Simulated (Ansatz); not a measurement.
SiNH8OF, singlet: at the end structure of a reaction step.

in.yaml

```yaml
crystal:
  periodic: [false, false, false]
  atoms:
    - {symbol: Si, position_ang: [0.911475, 0.522007, -0.683490]}
    - {symbol: H, position_ang: [-2.829317, 1.135167, 0.560749]}
    - {symbol: H, position_ang: [-0.256597, -0.016922, -1.411652]}
    - {symbol: H, position_ang: [0.652474, 1.260280, 0.561496]}
    - {symbol: O, position_ang: [1.668763, 1.629178, -1.632741]}
    - {symbol: H, position_ang: [0.410571, -1.896675, 1.148618]}
    - {symbol: F, position_ang: [1.945869, -0.681751, -0.438321]}
    - {symbol: H, position_ang: [-2.182184, 0.765480, 0.507398]}
    - {symbol: N, position_ang: [-0.395280, -1.284439, 1.103417]}
    - {symbol: H, position_ang: [1.859671, 1.388996, -2.540152]}
    - {symbol: H, position_ang: [-0.605855, -0.985914, 2.047879]}
    - {symbol: H, position_ang: [-1.179588, -1.835406, 0.776902]}
basis:
  gaussian: {orbitals: "def2-QZVPP.json"}
correlation: {method: mp2}
```

The basis file named in the input lies beside it (Basis Set Exchange, JSON).

Command:

```bash
ansatz run in.yaml --threads 4 --pin off --events-out ev --progress --plain --max-ram 9574MiB
```

What Ansatz 0.2.0 printed:

```
Functional definition: HF
  name "HF"
  cite "Fock, Z. Phys. 61, 126 (1930) doi:10.1007/BF01340294"
  parent pbe
  exchange = exact_x
  correlation = 0
2858 factors; integrals over basis functions are off by at most 1.3e-3 eV
mean field evaluation 1: about -14214.7689 eV, gradient 5.2e1 eV
mean field evaluation 2: about -14214.8712 eV, gradient 5.2e1 eV
mean field evaluation 4: about -14219.8351 eV, gradient 3.3e0 eV
mean field evaluation 8: about -14219.8799 eV, gradient 2.6e-1 eV
mean field -14219.88014482 eV, -522.5709567411 hartree, gradient 2.4e-6 eV, S^2 0.000000; 0 other end points of the search recorded, 0 dependent functions left out
8 core orbitals not correlated: weight in the atoms' cores, before any rotation towards them, 1.000 or more for the frozen orbitals, at most 0.000 for the correlated occupied ones
reference -14219.88014482 eV, -522.5709567411 hartree; 15, 15 occupied and 458, 458 virtual orbitals, 2858 factors
second order -26.18361028 eV of doubles, -0.00000000 eV of singles
Total energy: -14246.06375510 eV, -523.5331866710 hartree
```

The run took 14 s on 4 CPU threads of an Arm Neoverse V2 (shared host), with 2.5 GiB of host memory at its peak.
